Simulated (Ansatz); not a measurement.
A run on ClGeH3O2, SMILES `[OH][GeH]([OH])[Cl]` with other settings.

```yaml
crystal:
  periodic: [false, false, false]
  atoms:
    - {symbol: O, position_ang: [-0.056308, 1.339724, -0.394318]}
    - {symbol: Ge, position_ang: [-0.170326, -0.178833, 0.156277]}
    - {symbol: O, position_ang: [1.392220, -0.739009, 0.344976]}
    - {symbol: Cl, position_ang: [-1.189645, -1.427349, -0.291589]}
    - {symbol: H, position_ang: [-0.905682, 1.385883, -1.165356]}
    - {symbol: H, position_ang: [-0.630626, -0.054665, 1.793141]}
    - {symbol: H, position_ang: [1.532372, -1.070759, -0.719420]}
basis:
  gaussian: {orbitals: aug-cc-pVTZ, fitting: {mean_field: cc-pVTZ-jkfit}}
hamiltonian: {xc: {name: PBE0-DH}}
scf: {lower_state_search: light}
```

```sh
$ ansatz run in.yaml --threads 2 --pin off --events-out ev --progress --plain --max-ram 22528MiB --backend cpu
```

It prints (some lines left out):

```
Functional definition: PBE0-DH
576 factors; integrals over basis functions are off by at most 7.5e-1 eV
mean field evaluation 1: about -73153.2666 eV, gradient 6.6e1 eV
mean field evaluation 2: about -73153.2693 eV, gradient 6.6e1 eV
mean field evaluation 4: about -73160.5665 eV, gradient 4.2e0 eV
mean field evaluation 8: about -73160.6076 eV, gradient 3.7e-2 eV
mean field evaluation 16: about -73160.6077 eV, gradient 1.0e-5 eV
mean field -73160.60765654 eV, -2688.6027413369 hartree, gradient 4.0e-6 eV, S^2 0.000000; 0 other end points of the search recorded, 0 dependent functions left out
16 core orbitals not correlated: weight in the atoms' cores, before any rotation towards them, 1.000 or more for the frozen orbitals, at most 0.000 for the correlated occupied ones
reference -73160.60768539 eV, -2688.6027423971 hartree; 18, 18 occupied and 236, 236 virtual orbitals, 576 factors
second order -30.74866212 eV of doubles, -0.00000000 eV of singles
Total energy: -73164.45126815 eV, -2688.7439914584 hartree
```

Run time 7.5 s (2 threads of an AMD EPYC 7R13 on a shared host); peak host memory 0.51 GiB.
